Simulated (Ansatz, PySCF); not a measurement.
This Ansatz (an electronic-structure program) input computes a B3LYP/def2-TZVPD energy:

Ansatz 0.2 input:
```yaml
crystal:
  periodic: [false, false, false]
  atoms:
    - {symbol: Cl, position_ang: [-0.00000000, -0.00000000, -1.35630350]}
    - {symbol: Ge, position_ang: [0.00000000, 0.00000000, 0.72053623]}
basis:
  gaussian:
    orbitals: def2-TZVPD
hamiltonian:
  xc: {name: B3LYP}
total_charge: 1
output: {forces: true}
```

Q: Write an input for the same energy in PySCF and say what it gives.

A: 
```python
from pyscf import gto, scf, dft

mol = gto.M(
    atom='''
    Cl   -0.00000000   -0.00000000   -1.35630350
    Ge    0.00000000    0.00000000    0.72053623
    ''',
    basis='def2-tzvpd',
    charge=1,
    spin=0,
    verbose=4,
)

mf = dft.RKS(mol, xc='b3lyp').density_fit(auxbasis='def2-universal-jkfit')
mf.grids.level = 3
mf.conv_tol = 1e-9
mf.max_cycle = 100
mf.max_memory = 1500
mf.kernel()
if not mf.converged:
    mf = mf.newton()
    mf.kernel(mf.make_rdm1())
mf.analyze()
```
It gives -2537.01182 Eh, and Ansatz -2537.01177 Eh, a difference of 0.05 mEh, from the treatment of integrals and grids.
